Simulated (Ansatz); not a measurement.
Gas-phase electronic energies from Ansatz, PBE0-D4/def2-TZVP geometries. CBS: MP2 limit from def2 TZ/QZ plus the TZ coupled-cluster correction, frozen cores. This one scheme is used for every species. DFT in def2-TZVPP. B3LYP here is the variant with VWN-RPA as its local correlation; programs differ in this. For Ga outer-core shells are correlated without core-valence functions, which leaves a few kJ/mol of doubt a bond. Scalar relativity is left out up to krypton. Each species was taken in one conformer, which may not be the lowest.

Reaction (cleavage of the Ga–B bond): `[SiH3][B](Cl)[GaH2]` + `NB1CS1` → `[GaH2][NH]B1CS1` + `[SiH3]BCl`

```json
{"level": "PBE-D4", "ΔE (kJ/mol)": "-49.5"}
{"level": "B97M-V", "ΔE (kJ/mol)": "-59.8"}
{"level": "B3LYP-D4", "ΔE (kJ/mol)": "-61.9"}
{"level": "r2SCAN0-D4", "ΔE (kJ/mol)": "-61.5"}
{"level": "r2SCAN0", "ΔE (kJ/mol)": "-61.3"}
{"level": "RPA@PBE/def2-TZVPP", "ΔE (kJ/mol)": "-71.6"}
{"level": "CCSD/def2-SVP", "ΔE (kJ/mol)": "-75.2"}
{"level": "CCSD/def2-TZVPP", "ΔE (kJ/mol)": "-70.6"}
```

Problem. What does CCSD(T)/CBS give? (An estimate is asked.)

Solution. Ansatz gave: -66.2 kJ/mol. The listed levels differ from it by 16.7, 6.4, 4.3, 4.7, 4.9, -5.4, -9.0, -4.4 kJ/mol.

Largest T1 diagnostic among the species: 0.015.

From BLYP to BHLYP (50 % exact exchange), in def2-TZVPP and without D4, ΔE moves by −9.0 kJ/mol. Leaving LDA and LC-ωPBE aside and taking each functional with its dispersion term where it has one, the values, not all of them listed here, spread over 19.3 kJ/mol, from B2PLYP to PBE-D4. At CCSD(T), def2-SVP lies −9.6 kJ/mol from the extrapolated value and def2-TZVPP −4.4 kJ/mol.

CCSD(T)/CBS has its own doubt, a few kJ/mol and more with outer-core shells, so smaller differences from it don't rank the levels.
